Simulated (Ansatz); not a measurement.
Kohn–Sham single points on CH6InNO, SMILES `[CH3][In]([NH2])[OH]`.

```yaml
crystal:
  periodic: [false, false, false]
  atoms:
    - {symbol: C, position_ang: [-1.040082, 1.461591, 0.671095]}
    - {symbol: In, position_ang: [0.082745, -0.085291, -0.265117]}
    - {symbol: N, position_ang: [0.900534, -1.764470, 0.507541]}
    - {symbol: O, position_ang: [0.266986, -0.010403, -2.252076]}
    - {symbol: H, position_ang: [-1.589214, 2.013835, -0.090379]}
    - {symbol: H, position_ang: [-1.739339, 1.039007, 1.392450]}
    - {symbol: H, position_ang: [-0.369015, 2.144218, 1.193236]}
    - {symbol: H, position_ang: [1.612909, -2.243248, -0.023011]}
    - {symbol: H, position_ang: [1.135885, -1.795741, 1.487957]}
    - {symbol: H, position_ang: [0.738590, -0.759508, -2.621687]}
basis:
  gaussian: {orbitals: def2-TZVPP}
hamiltonian: {xc: r2scan, dispersion: d4}
output: {forces: true, orbitals: {seedname: orbitals}}
```

```sh
$ ansatz run in.yaml --threads 4 --pin off --events-out ev --progress --plain --max-ram 10444MiB
```

Shortened log:

```
Functional definition: r2SCAN
1228 factors; their error is unknown
mean field evaluation 1: about -9824.7365 eV, gradient 1.1e2 eV
mean field evaluation 2: about -9756.4764 eV, gradient 1.9e2 eV
mean field evaluation 4: about -9847.0117 eV, gradient 2.1e1 eV
mean field evaluation 8: about -9847.9741 eV, gradient 1.2e-1 eV
mean field evaluation 16: about -9847.9625 eV, gradient 5.5e-3 eV
mean field -9847.96252700 eV, -361.9059476787 hartree, gradient 2.4e-5 eV, S^2 0.000000; 0 other end points of the search recorded, 0 dependent functions left out
reference -9847.96254747 eV, -361.9059484308 hartree; 24, 24 occupied and 203, 203 virtual orbitals, 1228 factors
Total energy: -9848.00123793 eV, -361.9073702789 hartree
Atom 0 at    -1.040082     1.461591     0.671095 Å, force    -0.051227     0.060687     0.020908 eV/Å
Atom 1 at     0.082745    -0.085291    -0.265117 Å, force     0.001286     0.069770     0.081278 eV/Å
Atom 2 at     0.900534    -1.764470     0.507541 Å, force    -0.040252    -0.091446     0.000213 eV/Å
Atom 3 at     0.266986    -0.010403    -2.252076 Å, force    -0.038291     0.060749    -0.100548 eV/Å
Atom 4 at    -1.589214     2.013835    -0.090379 Å, force     0.011840    -0.013737     0.017105 eV/Å
Atom 5 at    -1.739339     1.039007     1.392450 Å, force     0.016465     0.006581    -0.018773 eV/Å
Atom 6 at    -0.369015     2.144218     1.193236 Å, force    -0.011568    -0.021593    -0.015543 eV/Å
Atom 7 at     1.612909    -2.243248    -0.023011 Å, force     0.041123    -0.010639     0.002249 eV/Å
Atom 8 at     1.135885    -1.795741     1.487957 Å, force     0.033952    -0.004046     0.024480 eV/Å
Atom 9 at     0.738590    -0.759508    -2.621687 Å, force     0.036672    -0.056325    -0.011369 eV/Å
Dipole moment:     0.162064    -0.051240     0.420737 e Å
```

Hardware: 4 threads of an Arm Neoverse V2 on a shared host. Wall time 3 s, peak host memory 0.28 GiB.

The same input with `hamiltonian: {xc: {name: r2SCANh}, dispersion: d4}` and no forces (abridged; 2.8 s):

```
Functional definition: r2SCANh
mean field evaluation 16: about -9847.3015 eV, gradient 3.2e-5 eV
mean field -9847.30152372 eV, -361.8816562558 hartree, gradient 3.2e-5 eV, S^2 0.000000
Total energy: -9847.34315836 eV, -361.8831863006 hartree
```

Changing it to `hamiltonian: {xc: {name: BLYP}, dispersion: d4}` and no forces (abridged; 1.4 s):

```
Functional definition: BLYP
mean field evaluation 16: about -9845.8949 eV, gradient 3.2e-4 eV
mean field -9845.89493998 eV, -361.8299652569 hartree, gradient 7.4e-5 eV, S^2 0.000000
Total energy: -9846.22919638 eV, -361.8422489530 hartree
```

With the line `hamiltonian: {xc: pbe0, dispersion: d4}` and no forces (abridged; 1.8 s):

```
Functional definition: PBE0
mean field evaluation 16: about -9843.2086 eV, gradient 6.2e-5 eV
mean field -9843.20862138 eV, -361.7312448691 hartree, gradient 6.2e-5 eV, S^2 0.000000
Total energy: -9843.34199308 eV, -361.7361461890 hartree
```

Changing it to `hamiltonian: {xc: {name: BHLYP}, dispersion: d4}` and no forces (abridged; 1.9 s):

```
Functional definition: BHLYP
mean field evaluation 16: about -9843.6483 eV, gradient 7.3e-5 eV
mean field -9843.64831257 eV, -361.7474032226 hartree, gradient 7.3e-5 eV, S^2 0.000000
Total energy: -9843.86051377 eV, -361.7552014729 hartree
```

With the line `hamiltonian: {xc: {name: PBE-QIDH}}` and no forces (abridged; 3.4 s):

```
Functional definition: PBE-QIDH
mean field evaluation 16: about -9827.5699 eV, gradient 2.1e-4 eV
mean field -9827.56988768 eV, -361.1565320063 hartree, gradient 3.6e-6 eV, S^2 0.000000
7 core orbitals not correlated: weight in the atoms' cores, before any rotation towards them, 1.000 or more for the frozen orbitals, at most 0.000 for the correlated occupied ones
second order -28.60767661 eV of doubles, -0.00000000 eV of singles
Total energy: -9837.10579729 eV, -361.5069702207 hartree
```
